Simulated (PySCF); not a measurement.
This PySCF input asks for the NMR shieldings of SMILES C[C@H](B(C)C)[C@@H]1[C@H](F)[C@@H]1F, C$_{7}$H$_{13}$BF$_{2}$; the geometry comes from GFN2-xTB.

```python
import basis_set_exchange as bse
import numpy as np
from pyscf import gto, dft
from pyscf.prop import nmr

atoms = """
C     1.652539   -1.424289   -0.340408
B     1.288757    0.032677    0.129364
C     2.420479    1.006147    0.630314
C    -0.226228    0.532168    0.143802
C    -0.424210    1.940564   -0.438897
C    -1.213749   -0.410145   -0.523168
C    -2.627809   -0.495715   -0.012462
F    -2.978782    0.259207    1.062786
C    -1.682755   -1.645469    0.192837
F    -1.213026   -1.890705    1.446078
H     1.152987   -1.716989   -1.261873
H     1.308937   -2.126252    0.420223
H     2.719254   -1.591867   -0.467436
H     3.264257    0.481586    1.072846
H     2.079938    1.755994    1.340083
H     2.818298    1.548533   -0.228600
H    -0.506395    0.588080    1.204029
H     0.204934    2.657648    0.079174
H    -0.163498    1.954185   -1.495415
H    -1.460555    2.255674   -0.335743
H    -1.094738   -0.498382   -1.596585
H    -3.474055   -0.604890   -0.681160
H    -1.849331   -2.580775   -0.329710
"""
names = dict.fromkeys(["C", "B", "F", "H"], "pcSseg-1")
basis = {el: gto.basis.parse(bse.get_basis(n, elements=[el], fmt="nwchem")) for el, n in names.items()}
mol = gto.M(atom=atoms, basis=basis, charge=0, verbose=0)
mf = dft.RKS(mol, xc="PBE0")
mf.grids.level = 2
mf.grids.alignment = dft.numint.BLKSIZE   # the property module wants whole blocks of grid points
mf.conv_tol = 1e-9
mf.kernel()

calc = nmr.RKS(mf)   # GIAO
C = mf.mo_coeff
Co = C[:, mf.mo_occ > 0]
resp = mf.gen_response(singlet=True, hermi=2)
def vind(x):   # induced exchange potential for any number of trial vectors
    d = np.einsum("pi,xij,qj->xpq", C, 2 * x.reshape(-1, C.shape[1], Co.shape[1]), Co, optimize=True)
    return np.einsum("xpq,pi,qj->xij", resp(d - d.transpose(0, 2, 1)), C, Co, optimize=True).ravel()
mo1, _ = nmr.rhf.solve_mo1(calc, with_cphf=vind)
sigma = calc.kernel(mo1)
for i, s in enumerate(sigma):   # ppm
    w = np.linalg.eigvalsh((s + s.T) / 2)
    print("%2d %-2s iso %8.1f  s11 %8.1f  s22 %8.1f  s33 %8.1f" % (i, mol.atom_pure_symbol(i), w.mean(), *w))
```

Question: What does it print?

Answer: 
```
 0 C  iso    172.2  s11    154.4  s22    176.0  s33    186.2
 1 B  iso      9.8  s11    -46.6  s22    -40.1  s33    115.9
 2 C  iso    172.1  s11    153.4  s22    174.2  s33    188.7
 3 C  iso    158.0  s11    141.5  s22    159.1  s33    173.5
 4 C  iso    170.0  s11    154.0  s22    168.7  s33    187.1
 5 C  iso    158.6  s11    129.0  s22    149.2  s33    197.6
 6 C  iso    113.6  s11     59.4  s22     89.7  s33    191.8
 7 F  iso    447.1  s11    417.3  s22    433.8  s33    490.1
 8 C  iso    113.1  s11     60.3  s22     90.9  s33    188.2
 9 F  iso    441.7  s11    405.6  s22    438.7  s33    480.7
10 H  iso     30.6  s11     25.9  s22     31.9  s33     34.1
11 H  iso     30.7  s11     25.2  s22     31.4  s33     35.4
12 H  iso     30.6  s11     26.4  s22     29.2  s33     36.3
13 H  iso     30.5  s11     26.5  s22     29.3  s33     35.8
14 H  iso     30.6  s11     26.1  s22     30.9  s33     34.7
15 H  iso     31.1  s11     27.1  s22     29.7  s33     36.5
16 H  iso     30.1  s11     25.1  s22     32.0  s33     33.1
17 H  iso     30.1  s11     24.7  s22     28.9  s33     36.6
18 H  iso     31.0  s11     27.4  s22     28.3  s33     37.1
19 H  iso     30.3  s11     24.6  s22     30.1  s33     36.2
20 H  iso     31.0  s11     26.6  s22     27.9  s33     38.6
21 H  iso     27.3  s11     21.8  s22     26.5  s33     33.6
22 H  iso     27.3  s11     22.5  s22     26.0  s33     33.3
```

These numbers come from an equivalent density-fitted implementation of the same equations, which agrees with the script to about 0.01 ppm for H and up to a few tenths of a ppm for heavy atoms, so last digits may differ.

Size and cost of the density-fitted run: 235 basis functions, 110 s wall time on 1 thread of an Arm Neoverse N1, shared host; peak memory 1.1 GiB.
